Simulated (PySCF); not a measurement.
Isomers of C5H6F2O2. Computed with PySCF, PBE0-D3(BJ)/def2-SVP geometry optimisation, gas phase. One conformer each; no zero-point energy, no entropy. No frequencies were run at this level. Point groups hold within 0.08 Å.

**Question.** Rank from lowest to highest electronic energy at this level (kcal/mol).
A. `C1[C@@]2(CO[C@@H]2F)[C@H](F)O1`
B. `[CH3:1][CH2:2][O:3][C:4](=[O:5])[CH:6]=[C:7]([F:8])[F:9]` with C1–C2–O3–C4 -84°, C2–O3–C4–O5 0°, O3–C4–C6–C7 -1°

**Answer.** B (0.0), A (32.0).

As drawn, the lower has a C=O bond, a C(=O)–O unit and two fluorines on one carbon, which the higher lacks; the higher has a four-membered ring and a quaternary carbon, which the lower lacks.

| SMILES | E (Eh) | E rel (kcal/mol) | dipole (D) | point group | A, B, C (MHz) |
| --- | --- | --- | --- | --- | --- |
| CCOC(=O)C=C(F)F | -543.29204 | 0.0 | 1.44 | C1 | 3411, 888.2, 748.8 |
| F[C@@H]1OC[C@@]12CO[C@@H]2F | -543.24101 | 32.0 | 2.41 | C1 | 2601, 1328, 1312 |

**Question.** How do the relative energies change in single points at PBE0/pcSseg-1 (no added dispersion term) on the same geometries?

**Answer.** 
```json
{"SMILES": "CCOC(=O)C=C(F)F", "PBE0-D3(BJ)/def2-SVP (kcal/mol)": "0.0", "PBE0/pcSseg-1 (kcal/mol)": "0.0", "shift": "0.0"}
{"SMILES": "F[C@@H]1OC[C@@]12CO[C@@H]2F", "PBE0-D3(BJ)/def2-SVP (kcal/mol)": "32.0", "PBE0/pcSseg-1 (kcal/mol)": "33.0", "shift": "+1.0"}
```

Each column counts from its own lowest isomer. The order is unchanged; the largest shift is 1.0 kcal/mol.
